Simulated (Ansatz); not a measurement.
System: B2H4, charge -1, multiplicity 2. It need not be the lowest isomer of its formula. 
Geometry from a B3LYP-D3(BJ)/def2-TZVP (Ansatz, a program for electronic structure) optimisation:
```xyz
6

B      0.0001     0.0136     0.8205
B     -0.0001    -0.0136    -0.8205
H      1.0156     0.0327     1.4961
H     -1.0154     0.0168     1.4965
H      1.0154    -0.0168    -1.4965
H     -1.0156    -0.0327    -1.4961
```
Charge -1, spin multiplicity 2.

Basis-set convergence of Hartree-Fock and MP2 correlation energies (hartree) with Ansatz. Cores are frozen in the correlated levels unless marked. Open shells are spin-unrestricted. Spin-orbit coupling is left out. No relativistic terms.

```
basis        functions      E(HF)  E(corr, MP2)
-----------  ---------  ---------  ------------
def2-SVPD           72  -51.59709      -0.19638
def2-TZVPPD        142        [?]           [?]
```

Problem. Fill in the missing entries.

Solution. 
- def2-TZVPPD, E(HF): -51.65505
- def2-TZVPPD, E(corr, MP2): -0.23102
